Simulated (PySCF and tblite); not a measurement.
Values are calculated unless marked as measured or tabulated.
Stationary points of C4H6B2O2 at GFN2-xTB, in Å:

Structure A

```
 1 B     2.956    0.100   -1.169
 2 O     1.895    0.690   -0.721
 3 B     0.813    1.259   -0.269
 4 C    -0.460    0.404    0.000
 5 C    -0.699   -0.945   -0.152
 6 C    -2.031   -1.179    0.242
 7 C    -2.522    0.039    0.611
 8 O    -1.595    0.989    0.470
 9 H     3.122    0.001   -2.334
10 H     3.751   -0.329   -0.408
11 H     0.800    2.420   -0.066
12 H     0.005   -1.671   -0.506
13 H    -2.552   -2.115    0.252
14 H    -3.485    0.338    0.976
```

Structure B

```
 1 B     2.517    0.916   -1.921
 2 O     1.956    0.575   -0.806
 3 B     1.345    0.223    0.288
 4 C    -0.171   -0.132    0.272
 5 C    -1.016   -0.534    1.283
 6 C    -2.290   -0.723    0.712
 7 C    -2.145   -0.426   -0.611
 8 O    -0.888   -0.073   -0.885
 9 H     2.545    2.055   -2.235
10 H     3.009    0.089   -2.605
11 H     1.938    0.171    1.306
12 H    -0.744   -0.673    2.310
13 H    -3.187   -1.034    1.209
14 H    -2.846   -0.430   -1.423
```

Structure C

```
 1 B     2.735    0.438   -1.495
 2 O     1.921    0.687   -0.517
 3 B     1.086    0.918    0.445
 4 C    -0.333    0.207    0.454
 5 C    -0.745   -0.979    0.998
 6 C    -2.124   -1.113    0.705
 7 C    -2.458    0.001    0.002
 8 O    -1.390    0.800   -0.155
 9 H     2.717    1.123   -2.454
10 H     3.488   -0.466   -1.404
11 H     1.392    1.649    1.321
12 H    -0.137   -1.672    1.544
13 H    -2.768   -1.923    0.981
14 H    -3.385    0.331   -0.426
```

Geometries: GFN2-xTB; energies: PBE0/pcSseg-1 + D3(BJ); zero-point and thermal terms from GFN2-xTB harmonic modes (soft modes blended into free rotors).

Problem. Which structure is a saddle point, and along which motion?

Solution. C: one imaginary mode (82i cm⁻¹ at GFN2-xTB, mostly on O8, B3, B1), along the rotation about the B3–C4 bond (torsion O2–B3–C4–C5 from 0° to 179°, rising).

Problem. Give their symmetry and energies above the lowest.

Solution. A Cs, 0.8 kcal/mol; B Cs, 0.0 kcal/mol; C C1, 10.7 kcal/mol.
